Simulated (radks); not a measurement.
Values are calculated unless marked as measured or tabulated.
Question: The mean radii <r> (bohr) of the occupied orbitals of an atom or ion are listed with their occupations. Code: a radial shooting solver on a logarithmic mesh with Libxc functionals. Model: scalar-relativistic Kohn-Sham, HCTH/407, spin-polarised, spherical densities, point nucleus.

orbital  occ.      <r>
1s up       1  0.02319
1s down     1  0.02319
2s up       1  0.09897
2s down     1  0.09896
2p up       3  0.08709
2p down     3  0.08709
3s up       1   0.2605
3s down     1   0.2603
3p up       3   0.2587
3p down     3   0.2585
3d up       5   0.2360
3d down     5   0.2357
4s up       1   0.5927
4s down     1   0.5924
4p up       3   0.6274
4p down     3   0.6270
4d up       5   0.6872
4d down     5   0.6871
5s up       1    1.426
5s down     1    1.451
5p up       3    1.657
5p down     3    1.700
4f up       5   0.9975

Name the element and its charge. Open shells, if any, are filled with parallel spins first.

Answer: Z = 61, promethium, charge +2: Pm2+ in [Xe] 4f5. The 1s radius gives Z: for a bare nucleus <r> = (2 gamma + 1)/(2Z) with gamma = sqrt(1 - (Z/c)^2), 0.02288 bohr for Z = 61, and screening makes it slightly larger (0.02319 here). The occupations add up to 59, and the charge is Z minus that.
